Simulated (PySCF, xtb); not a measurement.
FH5Si2, SMILES [SiH2]([SiH3])F.

GFN2-xTB (xtb) at its own geometry gives an orbital gap of 4.47 eV and a dipole moment of 1.68 D.

Geometry: B3LYP-D3(BJ)/def2-TZVP.

Problem. What does r2SCAN/def2-TZVPD (PySCF) give? (Estimate from the structure and the level; the computed values follow.)

Solution. gap 6.25 eV (levels -7.51 and -1.26 eV), dipole 1.25 D.
